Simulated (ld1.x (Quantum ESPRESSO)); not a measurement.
# u(r) = r·R(r): atom against pseudo-atom (tellurium (Te))

Columns: radius, all-electron u(r) and pseudo u(r) of the 5s shell (level -15.11 eV) of tellurium in the configuration [Kr] 4d10 5s2 5p4; PBE, scalar-relativistic, TM scheme, ld1.x (Quantum ESPRESSO) 7.5.

```json
{"r (bohr)": "0.095", "all-electron": "-0.1583", "pseudo": "0.0154"}
{"r (bohr)": "0.190", "all-electron": "0.1986", "pseudo": "0.0318"}
{"r (bohr)": "0.285", "all-electron": "0.2173", "pseudo": "0.0501"}
{"r (bohr)": "0.380", "all-electron": "-0.0353", "pseudo": "0.0715"}
{"r (bohr)": "0.475", "all-electron": "-0.2779", "pseudo": "0.0972"}
{"r (bohr)": "0.570", "all-electron": "-0.3929", "pseudo": "0.1285"}
{"r (bohr)": "0.665", "all-electron": "-0.3763", "pseudo": "0.1668"}
{"r (bohr)": "0.760", "all-electron": "-0.2669", "pseudo": "0.2132"}
{"r (bohr)": "0.855", "all-electron": "-0.1079", "pseudo": "0.2687"}
{"r (bohr)": "0.950", "all-electron": "0.0669", "pseudo": "0.3330"}
{"r (bohr)": "1.045", "all-electron": "0.2355", "pseudo": "0.4049"}
{"r (bohr)": "1.140", "all-electron": "0.3855", "pseudo": "0.4815"}
{"r (bohr)": "1.235", "all-electron": "0.5115", "pseudo": "0.5585"}
{"r (bohr)": "1.330", "all-electron": "0.6117", "pseudo": "0.6307"}
{"r (bohr)": "1.425", "all-electron": "0.6874", "pseudo": "0.6932"}
{"r (bohr)": "1.520", "all-electron": "0.7410", "pseudo": "0.7420"}
{"r (bohr)": "1.615", "all-electron": "0.7754", "pseudo": "0.7753"}
{"r (bohr)": "1.710", "all-electron": "0.7936", "pseudo": "0.7935"}
{"r (bohr)": "1.805", "all-electron": "0.7981", "pseudo": "0.7981"}
{"r (bohr)": "1.900", "all-electron": "0.7917", "pseudo": "0.7917"}
{"r (bohr)": "1.995", "all-electron": "0.7766", "pseudo": "0.7766"}
{"r (bohr)": "2.090", "all-electron": "0.7548", "pseudo": "0.7548"}
{"r (bohr)": "2.185", "all-electron": "0.7278", "pseudo": "0.7278"}
{"r (bohr)": "2.280", "all-electron": "0.6972", "pseudo": "0.6972"}
{"r (bohr)": "2.375", "all-electron": "0.6640", "pseudo": "0.6640"}
{"r (bohr)": "2.470", "all-electron": "0.6293", "pseudo": "0.6293"}
```

(1) How many radial nodes do the two functions have?

(2) At about which radius was the pseudo-wave matched?

(3) Is the pseudo-wave norm-conserving?

Answers

(1) The all-electron 5s function has n − l − 1 = 4 (the table is too coarse to show those close to the nucleus); the pseudo-wave has 0, since the states of the same l below it are removed with the core.

(2) 1.90 bohr. The columns agree to 0.0005 from 1.61 bohr on; several derivatives are matched, so the curves merge somewhat inside the radius.

(3) Yes: the TM scheme keeps the norm inside the radius equal to the all-electron one, which fixes the energy derivative of the logarithmic derivative at the level.
